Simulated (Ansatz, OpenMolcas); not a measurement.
**Si2NH6Cl (SMILES N[SiH]([SiH3])Cl): the energy, rung by rung**

Si2NH6Cl: 10 atoms, total charge 0, spin state singlet. SMILES: `N[SiH]([SiH3])Cl`. Geometry: relaxed at PBE0-D4/def2-TZVP. This is one conformer, not always the lowest.

```
atom    x (Å)    y (Å)    z (Å)
   N  -0.5004   1.6404  -0.4766
  Si  -0.0887   0.0244  -0.8347
  Si   0.6780  -1.0308   1.1036
  Cl  -1.6696  -1.1358  -1.5384
   H  -1.0668   1.8573   0.3279
   H  -0.6576   2.3023  -1.2205
   H   0.8891   0.0600  -1.9482
   H   0.8722  -2.4826   0.8551
   H  -0.3361  -0.8538   2.1795
   H   1.9629  -0.4326   1.5554
```

Quantity: the energy change with the Si3–H8 bond stretched from 1.486 to 2.228 Å, in eV. The values are calculated.

```
                                             level                    kind     program  value (eV)
  revPBE/6-31G* (spherical functions) (restricted)                     GGA  OpenMolcas        1.79
  r2SCAN/6-31G* (spherical functions) (restricted)                meta-GGA      Ansatz        1.94
   B3LYP/6-31G* (spherical functions) (restricted)           global hybrid  OpenMolcas        1.95
   B3LYP/6-31G* (Cartesian functions) (restricted)           global hybrid      Ansatz        1.95
   HSE06/6-31G* (spherical functions) (restricted)  range-separated hybrid      Ansatz        1.98
PBE-QIDH/6-31G* (spherical functions) (restricted)           double hybrid      Ansatz        2.11
 RPA@PBE/6-31G* (spherical functions) (restricted)                     RPA      Ansatz        1.81
     MP2/6-31G* (spherical functions) (restricted)     perturbation theory      Ansatz        2.07
 BCCD(T)/6-31G* (spherical functions) (restricted)   coupled cluster or CI      Ansatz        1.81
```

The first shape isn't each level's own minimum. The values span 1.79 to 2.11 eV.
